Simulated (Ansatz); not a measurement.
Consider the cleavage of the Si–B bond: `B[SiH]1BO1` + H₂Se → `[SeH][SiH]1BO1` + BH₃.

Calculated with Ansatz (gas phase, PBE0-D4/def2-TZVP geometries, no zero-point term in ΔE). CBS: MP2 limit from def2 TZ/QZ plus the TZ coupled-cluster correction, frozen cores. This one scheme is used for every species. Functionals use def2-TZVPP. B3LYP here is the variant with VWN-RPA as its local correlation; programs differ in this. For Se outer-core shells are correlated without core-valence functions, which leaves a few kJ/mol of doubt a bond. Scalar relativity is left out up to krypton. One conformer a species, not always the lowest.

```csv
level,ΔE (kcal/mol),difference from CCSD(T)/CBS
LDA (SPW92),-9.4,7.4
PBE-D4,-11.7,5.1
revPBE-D4,-12.4,4.4
r2SCAN-D4,-13.7,3.1
PBE0-D4,-14.4,2.4
r2SCANh-D4,-14.5,2.3
CAM-B3LYP-D4,-15.6,1.2
ωB97X-V,-16.5,0.3
PBE-QIDH,-17.1,-0.3
PBE,-11.2,5.6
BLYP,-11.9,4.9
B3LYP,-14.0,2.8
HF/def2-TZVPP,-19.6,-2.8
SCS-MP2/def2-TZVPP,-19.1,-2.3
MP2/def2-QZVPP,-19.8,-3.0
MP2/CBS(def2),-20.2,-3.4
CCSD(T)/CBS,-16.8,0
```

**Question.** What do rigid-rotor, harmonic-oscillator terms from PBE0-D4/def2-TZVP frequencies (298.15 K, 1 bar) make of the CCSD(T)/CBS value? (An estimate is asked.)

**Answer.** The calculation gave: ΔZPE = +0.7 kcal/mol, ΔH = -16.0 kcal/mol, ΔS = -12 J/(mol·K), ΔG = -15.1 kcal/mol.

Largest T1 diagnostic among the species: 0.021, so the coupled-cluster value is less sure than usual.

Leaving LDA and LC-ωPBE aside and taking each functional with its dispersion term where it has one, the values, not all of them listed here, spread over 6.0 kcal/mol, from BHLYP-D4 to PBE-D4. LDA lies +1.7 kcal/mol from PBE without D4. From PBE to PBE0 (25 % exact exchange), in def2-TZVPP and without D4, ΔE moves by −2.8 kcal/mol.
